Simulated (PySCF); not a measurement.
Work out the structure from these simulated measurements.

Formula: C2H8O3SSi.

| Quantity | Value |
| --- | --- |
| 13C NMR | chemical shifts (computed TMS as zero) by class: 42.2 (1 C), -7.2 (1 C) ppm [GIAO PBE0/pcSseg-1] |
| NMR, other nuclei | isotropic shieldings of nuclei other than C and H, by class: 86 (2 O), 122 (1 O), 397 (1 Si), 176 (1 S) ppm [GIAO PBE0/pcSseg-1] |
| Dipole | 2.51 D [wB97X-D/def2-SVPD] |
| Rotational structure | rotational constants A, B, C: 3.401, 1.251, 1.154 GHz [GFN2-xTB] |
| Triplet | lowest triplet excitation (Tamm–Dancoff): 7.53 eV [TDA wB97X-D/def2-SVPD] |
| 1H NMR | chemical shifts (computed TMS as zero) by class: 4.59 (1 H), 4.47 (2 H), 2.69 (2 H), 0.67 (3 H) ppm [GIAO PBE0/pcSseg-1] |
| Polarisability | 79.2 au [wB97X-D/def2-SVPD] |

Gas-phase values; electronic properties from PySCF, density fitting. Levels stand in brackets. Isolated species at its GFN2-xTB geometry (one conformer only). GFN2-xTB frequencies show an imaginary mode (45i cm⁻¹), so this geometry is no minimum at that level. NMR values are class means; diastereotopic atoms form classes of their own.

**Question.** Give a SMILES that accounts for the data.

**Answer.** Numbering: `[CH3:1][SiH2:2][CH2:3][S:4](=[O:5])(=[O:6])[OH:7]`. 2 carbons fall into 2 classes; from least to most shielded: sp3 carbon bound to sulfur [C3] (42.2 ppm), Si-methyl carbon [C1] (-7.2 ppm). Hydrogen classes from least to most shielded: 1 H on a hydroxyl oxygen, O7 (4.59 ppm), 2 H on an SiH2 silicon, Si2 (4.47 ppm), 2 H on an sp3 carbon bound to sulfur, C3 (2.69 ppm), 3 H on an Si-methyl carbon, C1 (0.67 ppm, a mean of values up to 1.4 ppm apart in this geometry). The other shieldings belong to: 86 ppm, sulfonyl oxygen [O5/O6]; 122 ppm, hydroxyl oxygen [O7]; 397 ppm, SiH2 silicon [Si2]; 176 ppm, sulfonyl sulfur [S4]. The optimised geometry has point group C1 and is an asymmetric top. Structure: `C[SiH2]CS(=O)(=O)O`. Computed isomers that give other values at the same levels: `CSC[Si](O)(O)O` (13C chemical shifts (computed TMS as zero) by class: 21.3 (1 C), 20.3 (1 C) ppm); `CCO[Si](O)(O)S` (13C chemical shifts (computed TMS as zero) by class: 61.9 (1 C), 20.0 (1 C) ppm); `C[SiH2]OS(C)(=O)=O` (13C chemical shifts (computed TMS as zero) by class: 45.0 (1 C), -0.1 (1 C) ppm). The assignments are read from this structure; whether some other isomer fits the data as well wasn't checked.

Shape of the structure used: `[CH3:1][SiH2:2][CH2:3][S:4](=[O:5])(=[O:6])[OH:7]`: C1–Si2–C3–S4 -66°, Si2–C3–S4–O5 73°, H–O7–S4–C3 159°.
